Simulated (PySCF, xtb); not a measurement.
GaHI2, SMILES [I][GaH][I].

Harmonic wavenumbers (cm⁻¹) from GFN2-xTB (xtb) at its own minimum, in rising order: 63, 235, 315, 323, 542, 1688.

Q: What does PySCF with PBE-D3(BJ)/def2-SVP give at its own minimum? (An estimate is asked for; the answer gives what the named calculation found.)

A: 67, 216, 274, 378, 561, 1941. Paired by order, the mean absolute difference is 65 cm⁻¹ and the zero-point energies are 4.5 and 4.9 kcal/mol.
